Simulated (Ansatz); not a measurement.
`[O]=[Mo](=[O])([OH])[OH]`, relaxed with RKS PBE0-D4/def2-TZVP in Ansatz from a PBE-D4/def2-SVP geometry. The force threshold is 0.005 eV/Å; the program also tests the step.

Total charge 0; spin multiplicity 1. Mo takes the def2 core potential.

Start:

```xyz
7

O    -0.542    1.833   -0.336
Mo   -0.331    0.171   -0.052
O    -1.847   -0.596   -0.042
O     0.488   -0.098    1.625
O     0.744   -0.540   -1.429
H     0.951    0.615    2.104
H     0.536   -1.385   -1.870
```

```csv
step,energy (eV),largest force (eV/Å),largest move (Å)
1,-10075.9184,1.316,0.000
2,-10075.9712,0.219,0.029
3,-10075.9723,0.019,0.004
4,-10075.9724,0.021,0.004
5,-10075.9726,0.017,0.008
6,-10075.9726,0.003,0.003
```

End:

```xyz
7

O    -0.538    1.808   -0.335
Mo   -0.328    0.170   -0.052
O    -1.824   -0.583   -0.037
O     0.493   -0.093    1.607
O     0.735   -0.544   -1.414
H     0.931    0.610    2.095
H     0.531   -1.367   -1.865
```

Hardware: 4 threads of an Arm Neoverse V1 on a shared host. Wall time 17 s, peak host memory 0.39 GiB.
